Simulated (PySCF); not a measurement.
Run record: EPR job, `CCOB([O])C[SiH3]` [radical].

Computed with UKS B3LYP, pcH-1 on B C H O Si, non-relativistic, mean-field spin-orbit, GIAO (PySCF 2.14.0). Geometry: GFN2-xTB. The command runs a driver script over a list of jobs; the input below is this job's line of settings and its coordinates in Å.

Command:
```bash
OMP_NUM_THREADS=1 python probes_run.py task.json out
```

Input:
```
{"job": {"kind": "epr", "basis": "pcH-1"}, "charge": 0, "multiplicity": 2}
C     -2.443565     0.243255    -0.423260
C     -1.275106    -0.522543    -1.028915
O     -0.067891    -0.293302    -0.326229
B      0.142062    -0.717607     0.965412
O     -0.431344    -1.349754     1.877497
C      1.695740    -0.159301     1.343254
Si     2.120428     0.768672    -0.266994
H     -2.593948    -0.078820     0.604661
H     -3.348742     0.050982    -0.993334
H     -2.238269     1.311417    -0.428551
H     -1.494894    -1.597057    -1.031536
H     -1.086755    -0.193860    -2.056544
H      2.329894    -1.011441     1.561828
H      1.642232     0.460550     2.231409
H      3.471516     1.265085     0.095614
H      1.287205     1.943365    -0.495120
H      2.284438    -0.107612    -1.420566
```

**Question.** What does the run print?

**Answer.** 
```
UKS, coarse grid
  cycle   1  E = -584.93748493  |g| = 7.71e-01
  cycle   2  E = -583.67659829  |g| = 1.75e+00
  cycle   3  E = -585.14110330  |g| = 3.34e-01
  cycle   4  E = -585.17384912  |g| = 2.37e-01
  cycle   5  E = -585.19319630  |g| = 7.33e-02
  cycle   6  E = -585.19505652  |g| = 4.05e-02
  cycle   7  E = -585.19577809  |g| = 1.30e-02
  cycle   8  E = -585.19586506  |g| = 3.69e-03
  cycle   9  E = -585.19587229  |g| = 1.00e-03
UKS, final grid
  cycle   1  E = -585.19583275  |g| = 1.41e-03
  cycle   2  E = -585.19583105  |g| = 2.54e-03
  cycle   3  E = -585.19583351  |g| = 5.90e-04
  cycle   4  E = -585.19583366  |g| = 7.96e-05
  cycle   5  E = -585.19583366  |g| = 9.97e-05
  cycle   6  E = -585.19583367  |g| = 2.24e-05
E = -585.19583367 Eh   <S^2> = 0.7563 (exact 0.7500)
g shifts (ppm)      1          2          3
  rmc          -262       -262       -262
  gc              8         60         56
  oz_so         288       3959       6513
  total          35       3757       6307
hyperfine (MHz)  atom isotope    a_iso     a_fc   dipolar eigenvalues
    0   13C      -0.17      -0.17     -0.60     -0.34      0.94
    1   13C      -1.86      -1.86     -1.08     -0.85      1.94
    2   17O     -16.88     -16.84    -14.74      6.56      8.18
    3   11B     -27.38     -27.36    -11.47     -3.24     14.71
    4   17O     -39.78     -38.88   -179.96     86.37     93.59
    5   13C      50.88      50.95    -34.05    -34.00     68.04
    6  29Si      -8.38      -8.39    -14.70      5.99      8.72
    7    1H       3.05       3.05     -2.78     -1.83      4.61
    8    1H       1.64       1.64     -0.90     -0.65      1.55
    9    1H      -0.14      -0.14     -1.09     -0.83      1.92
   10    1H      -0.49      -0.49     -2.30     -1.27      3.58
   11    1H       6.88       6.88     -1.50     -0.50      2.00
   12    1H     -22.53     -22.53    -16.41     -1.21     17.61
   13    1H     -22.71     -22.71    -16.43     -1.25     17.68
   14    1H      96.21      96.21     -2.75      0.62      2.13
   15    1H      -2.22      -2.22     -2.48     -0.80      3.28
   16    1H      -2.49      -2.50     -2.47     -0.80      3.27
```

rmc, gc and oz_so are the mass-correction, gauge-correction and orbital-Zeeman/spin–orbit parts of the g shift along its three principal axes; a_iso is the isotropic hyperfine coupling and a_fc its Fermi-contact part. The program numbers atoms from 0.

**Question.** How far is ⟨S²⟩ from the pure-spin value?

**Answer.** S = 0.5 gives S(S+1) = 0.75; the run has 0.7563, 0.0063 more.

**Question.** Get g_iso from the total shifts.

**Answer.** Their mean is 3366 ppm; added to g_e = 2.002319 it gives 2.00569.

In short: ⟨S²⟩ 0.756; g_iso 2.0057.

One conformer (not necessarily the lowest) at the GFN2-xTB geometry, without solvent, vibrations or thermal averaging.

**Question.** Estimate the wall time. Hardware: one thread of an Arm Neoverse V1, shared host with 32 logical CPUs at a one-minute load of 16. And the peak memory of the process?

**Answer.** About 97 s (density and orbital grids were written too), with 1.1 GiB resident at the peak, the Python interpreter and its libraries included.
Labels such as C1 count atoms from 1, the log's own numbers from 0.
